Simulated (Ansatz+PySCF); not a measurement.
Results of a calculation; reference values are marked as such.
Input for PySCF 2.14.0:

```python
from pyscf import gto, scf, mp

mol = gto.M(atom="""
Li -0.851390 -0.847100 -0.858770
F -0.947230 -0.939470 0.946560
F -0.941270 0.954160 -0.945310
Li -0.859820 0.858000 0.846860
F 0.946720 -0.941800 -0.942460
Li 0.850850 -0.860620 0.848370
Li 0.855890 0.851200 -0.864580
F 0.952460 0.950440 0.958280
""", basis='def2-svp', charge=0, spin=0)
mf = scf.RHF(mol)
mf.kernel()
pt = mp.MP2(mf, frozen=4).run()
print(mf.e_tot, pt.e_corr, pt.e_tot)
```

The script is written out from the run's settings.

The run gave:

```yaml
Converged: yes
Reference_energy: -427.73365 hartree
Correlation_energy: -0.82201 hartree
Total_energy: -428.55566 hartree
```
